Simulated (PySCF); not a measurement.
A made-up structure of CH2SiSn, singlet:

C1  (0.463, -0.742, 1.020)
Si2  (1.810, -1.735, 0.992)
Sn3  (-0.433, 0.411, -0.270)
H4  (0.040, -1.313, 1.806)
H5  (-0.122, 2.076, -0.493)
(Å)

It is relaxed with PBE-D4/def2-SVP and then PBE0-D4/def2-TZVP (PySCF 2.14 with density fitting (its default auxiliary sets; JK sets also for MP2 and CCSD(T))). Atoms count as bonded within 1.22 times the sum of their covalent radii (H–H: 0.88 Å). The end point is not checked to be a true minimum.

Question: Does its bonding change? (Judge from chemistry; the calculation decides.)

Answer: The calculation gives: Yes. Formed: Si2–Sn3, Si2–H5; broken: none.

Where it ends: The first stage lowers the energy by 2.76 eV in 23 steps. It ends as CH₂SiSn ([H]1[Si]2[CH][Sn]12):
C1  (0.012, -0.750, 1.135)
Si2  (1.671, -0.565, 0.553)
Sn3  (-0.740, 0.747, -0.058)
H4  (-0.430, -1.419, 1.861)
H5  (1.213, 0.679, -0.480)
(Å)

Labels in which every atom is bracketed show which atoms are joined, not bond orders.

For scale, one of the runs: PBE0-D4/def2-TZVP relaxation, 130 basis functions, launched by `OMP_NUM_THREADS=2 python run.py`. Time: 50 s of wall clock on 2 CPU threads of an AMD EPYC 7B13; the host was shared. Peak host memory: 1.3 GiB.
